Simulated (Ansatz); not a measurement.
Input file for Ansatz (a quantum-chemistry and plane-wave program): R-B3LYP/def2-TZVPPD on CH8Si (a complex). Files ending in .json are basis or fitting sets from the Basis Set Exchange.

Ansatz 0.2 input:
```yaml
crystal:
  periodic: [false, false, false]
  atoms:
    - {symbol: C, position_ang: [0.04923857, -0.11821289, -0.08035271]}
    - {symbol: H, position_ang: [-0.18798148, 0.90473633, 0.20852291]}
    - {symbol: H, position_ang: [1.02349754, -0.39274876, 0.32162086]}
    - {symbol: H, position_ang: [-0.70970760, -0.79264067, 0.31376523]}
    - {symbol: H, position_ang: [0.07115905, -0.19236641, -1.16675698]}
    - {symbol: Si, position_ang: [-0.04871817, 0.11757616, 3.67885800]}
    - {symbol: H, position_ang: [0.65738185, 1.29737057, 3.13200254]}
    - {symbol: H, position_ang: [-0.08581372, 0.20769549, 5.15641374]}
    - {symbol: H, position_ang: [0.66490694, -1.11557693, 3.27938529]}
    - {symbol: H, position_ang: [-1.43182642, 0.08126914, 3.15402732]}
basis:
  gaussian:
    orbitals: def2-TZVPPD.json
hamiltonian:
  xc: {name: B3LYP}
scf: {lower_state_search: off}
```

The head of its log:

```
Functional definition: B3LYP
[...]
these checks for a lower state are left out or cut short: stability, starts, cluster_reference, orbital_swaps, neighbouring_geometries, increment
integrals: 0.10 GiB planned
961 factors; their error is unknown
mean field: 0.98 GiB planned
mean field evaluation 1: about -9040.6623 eV, gradient 5.1e1 eV
mean field evaluation 2: about -9038.8499 eV, gradient 5.4e1 eV
```

Question: Give the final energy of this run.

Answer: -332.4557 hartree.
